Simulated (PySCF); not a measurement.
Species: CH10NOSi3 (charge -1).
Cartesian coordinates in Å at the GFN2-xTB level; atoms count from 1:
```xyz
16
CH10NOSi3 angstrom
C      0.1591   -2.1326   -0.5260
Si    -0.0118   -0.2404   -0.7528
N     -1.0636    0.4987    0.2917
Si    -2.6496    1.0045    0.4202
O      1.5696    0.3029   -0.5018
Si     2.5180    0.9796    0.5613
H     -0.7743   -2.6252   -0.7875
H      0.9483   -2.5638   -1.1384
H      0.3775   -2.3753    0.5105
H     -0.0280   -0.0311   -2.2277
H     -2.9537    1.2935    1.8457
H     -3.7267    0.0604   -0.0170
H     -3.0058    2.2584   -0.3121
H      2.1793    2.3820    0.8375
H      2.5942    0.2591    1.8429
H      3.8600    0.9383   -0.0580
```

The closed-shell SCF was solved with PySCF and density fitting under several settings on one GFN2-xTB geometry (grid level 2 and gas phase unless stated).

```csv
settings,basis functions,SCF cycles,E (Eh),HOMO (eV),LUMO (eV)
PBE0/pcSseg-1,173,14,-1042.1152,-1.61,4.36
PBE0/cc-pVDZ,146,14,-1042.1342,-1.35,4.69
"PBE0/ANO-RCC-VDZP, grid level 3",146,14,-1041.8536,-1.59,3.67
```

Q: Estimate the rows for these settings: (1) PW91/pcSseg-1, IEF-PCM acetonitrile, start guess vsap; (2) PBE0/pcSseg-1, IEF-PCM benzene, level shift 0.3 Eh.

A: 
| settings | basis functions | SCF cycles | E (Eh) | HOMO (eV) | LUMO (eV) |
| --- | --- | --- | --- | --- | --- |
| PW91/pcSseg-1, IEF-PCM acetonitrile, start guess vsap | 173 | 15 | -1042.6448 | -4.40 | 0.17 |
| PBE0/pcSseg-1, IEF-PCM benzene, level shift 0.3 Eh | 173 | 14 | -1042.1556 | -3.84 | 2.49 |

Q: Over all rows, what range does the HOMO–LUMO gap span?

A: From 4.57 eV (PW91/pcSseg-1, IEF-PCM acetonitrile, start guess vsap) to 6.33 eV (PBE0/pcSseg-1, IEF-PCM benzene, level shift 0.3 Eh). The functional of the narrowest has no exact exchange, that of the widest 25 % exact exchange.

Q: Compare two rows with the functional PBE0: PBE0/ANO-RCC-VDZP, grid level 3 and PBE0/pcSseg-1. Which energy is lower, and by how much?

A: PBE0/pcSseg-1 (173 functions) lies 0.2616 Eh or 164 kcal/mol below PBE0/ANO-RCC-VDZP, grid level 3 (146 functions).

Cycle counts include a coarse-grid stage where the run had one. ANO-RCC sets were contracted for a scalar-relativistic Hamiltonian, but ran non-relativistically here. The structure is a single GFN2-xTB conformer; no vibrational corrections.
